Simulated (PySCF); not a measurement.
C5H3FO2.
SMILES with atom numbers: `[O:1]=[c:2]1[cH:3][c:4]([F:5])[cH:6][cH:7][o:8]1` (hydrogens: H9 on C3; H10 on C6; H11 on C7)

Cartesian coordinates in Å at the PBE0-D3(BJ)/def2-SVP level; atoms count from 1:
```xyz
11
C5H3FO2 angstrom
O      2.1131   -1.6999   -0.4536
C      1.1853   -0.9736   -0.2567
C      1.2048    0.4582   -0.0577
C      0.0515    1.1403    0.1545
F      0.0669    2.4478    0.3365
C     -1.2155    0.4860    0.1917
C     -1.2048   -0.8534    0.0008
O     -0.0989   -1.5533   -0.2097
H      2.1716    0.9593   -0.0842
H     -2.1375    1.0385    0.3638
H     -2.1018   -1.4772    0.0037
```

Theory: TDDFT PBE0/def2-SVPD, vertical, gas phase, core orbitals frozen in the response in PySCF.

Frontier orbitals with the atoms that hold most of them (Löwdin shares over 4%, at most four atoms; ? is withheld):

```
orbital  ε (eV)                             atoms
 LUMO+2    0.55  C7 23%, C6 19%, H11 14%, H10 12%
 LUMO+1   -0.36    C2 22%, O1 19%, C6 18%, C7 12%
   LUMO   -1.96    C7 21%, C4 21%, C3 15%, O8 13%
   HOMO       ?                                 ?
 HOMO-1   -8.53                                 ?
 HOMO-2   -9.56    C4 22%, C6 20%, F5 16%, C3 15%
 HOMO-3  -10.92     O8 37%, C7 12%, C6 10%, C3 8%
```

Problem. Which atoms hold the HOMO-1, and with what shares?

Solution. O1 (bonded to C) 70%; C2 (bonded to C and 2 O) 11%; O8 (bonded to 2 C) 9%; C3 (bonded to 2 C and H) 6%. By element: oxygen 78%, carbon 17% or more.

Problem. Which atoms hold the HOMO, and with what shares?

Solution. C3 (bonded to 2 C and H) 21%; O1 (bonded to C) 20%; C6 (bonded to 2 C and H) 17%; C7 (bonded to C, O and H) 15%. By element: carbon 53% or more, oxygen 20% or more.

Problem. What is the HOMO energy, and the HOMO–LUMO gap?

Solution. ε(HOMO) = -7.40 eV; the gap is 5.44 eV (0.1999 hartree).

Problem. How does S1 compare with the orbital gap of 5.44 eV?

Solution. S1 is at 4.73 eV (f = 0.121), 0.71 eV below the gap, made of HOMO→LUMO (97%). 

Problem. Give energy, strength and leading configuration of S1, S2, S3 and S4, and follow the Löwdin shares of the leading atoms from the occupied to the empty orbital.

Solution. 
- S1 (4.73 eV, f 0.121), HOMO→LUMO (97%): C3 21% → 15%, O1 20% → at most 13%, C7 15% → 21%, C4 at most 15% → 21%
- S2 (5.07 eV, f 0.0000), HOMO-1→LUMO (93%): O1 70% → at most 13%, C2 11% → at most 13%, C7 at most 6% → 21%, C4 at most 6% → 21%
- S3 (6.15 eV, f 0.063), HOMO→LUMO+1 (70%): C3 21% → at most 13%, O1 20% → 19%, C2 at most 15% → 22%
- S4 (6.29 eV, f 0.0003), HOMO-1→LUMO+1 (90%): O1 70% → 19%, C2 11% → 22%

Löwdin shares depend on the basis, the more so with diffuse functions.

The run took 28 s on Arm Neoverse V1, one thread, no GPU, shared host, and the process peaked at 0.80 GiB of memory.
